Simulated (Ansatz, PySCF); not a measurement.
Spin states of CrO2 (SMILES [O]=[Cr]=[O]), each relaxed with B3LYP-D3(BJ)/def2-TZVP.
State 1 (charge 0, multiplicity 3):
```xyz
3

Cr     0.2467    -0.2041     0.2456
O      0.9741     0.2988    -1.0837
O     -1.2540    -0.0472     0.7677
```
State 2 (charge 0, multiplicity 1):
```xyz
3

Cr     0.2709    -0.2248     0.2709
O      0.9322     0.3045    -1.0715
O     -1.2363    -0.0323     0.7304
```

```
level                        energy of the multiplicity-1 state less that of the multiplicity-3 state (kcal/mol)  cost
---------------------------  -----------------------------------------------------------------------------------  ----
SVWN5/def2-TZVPP                                                                                           23.03  ×0.7
BLYP/def2-TZVPP                                                                                            21.10    ×1
BLYP-D3(BJ)/def2-TZVPP                                                                                     21.09    ×1
r2SCAN/def2-TZVPP                                                                                          26.54    ×3
r2SCANh/def2-TZVPP                                                                                         28.12    ×1
B3LYP-D3(BJ)/def2-TZVPP                                                                                    24.01  ×0.7
PBE0/def2-TZVPP                                                                                            28.25  ×0.8
PBE0-D3(BJ)/def2-TZVPP                                                                                     28.24  ×0.8
BHLYP/def2-TZVPP                                                                                           28.59    ×1
BHLYP-D4/def2-TZVPP                                                                                        28.58    ×1
CAM-B3LYP-D3(BJ)/def2-TZVPP                                                                                24.79  ×0.9
wB97X-V/def2-TZVPP                                                                                         22.62    ×2
B2PLYP/def2-TZVPP                                                                                          18.69    ×2
B2PLYP-D3(BJ)/def2-TZVPP                                                                                   18.69    ×2
```

The rows run from 18.69 (B2PLYP-D3(BJ)/def2-TZVPP) to 28.59 kcal/mol (BHLYP/def2-TZVPP). The dispersion term adds -0.01 in BLYP-D3(BJ), 0.00 in PBE0-D3(BJ), -0.01 in BHLYP-D4. The 8 functionals in def2-TZVPP without D3 or D4 span 9.89, from B2PLYP to BHLYP.

Singlets are restricted, other states unrestricted; no spin–orbit coupling, no relativity up to Kr; see below for the cores. The largest T1 diagnostic is 0.075.

Correlated levels freeze the inner cores; with def2 sets outer-core shells near the valence are correlated too.

Doubts at one or more of the structures used: a spin-contaminated determinant (B2PLYP/def2-TZVPP, B2PLYP-D3(BJ)/def2-TZVPP); a restricted determinant that unrestricted orbitals would lower (B2PLYP/def2-TZVPP, B2PLYP-D3(BJ)/def2-TZVPP).

The values were computed with Ansatz (Gaussian orbitals); PySCF for the dispersion terms. Each number belongs to the level named beside it.

Costs are rough ratios of core time to PBE/def2-TZVPP (about 13 s over the structures, on one shared machine); a dash marks a level with no comparable run of its own.

Ansatz is a first-principles code.
